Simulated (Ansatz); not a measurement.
MoO$_{3}$, SMILES `[O]=[Mo](=[O])=[O]` from Hartree–Fock to CCSD(T)

| atom | x (Å) | y (Å) | z (Å) |
| --- | --- | --- | --- |
| O1 | 0.213 | 0.146 | 1.588 |
| Mo2 | 0.390 | -0.076 | -0.080 |
| O3 | -0.069 | 1.325 | -0.911 |
| O4 | -0.534 | -1.395 | -0.598 |

Total charge 0; spin multiplicity 1. Correlated methods include outer-core shells of Mo, which these sets cover unevenly. Mo: def2 effective core potential. All single points use the PBE0-D4/def2-TZVP geometry. Frozen core, restricted reference, Ansatz.

| basis | HF (Eh) | MP2 corr. | CCSD corr. | (T) | CCSD(T) total |
| --- | --- | --- | --- | --- | --- |
| def2-SVP | -291.85589 | -1.05066 | -0.94495 | -0.06367 | -292.86451 |
| def2-TZVPP | -292.18178 | -1.35064 | -1.23380 | -0.08805 | -293.50363 |
| def2-QZVPP | -292.19653 | -1.45216 | – | – | – |
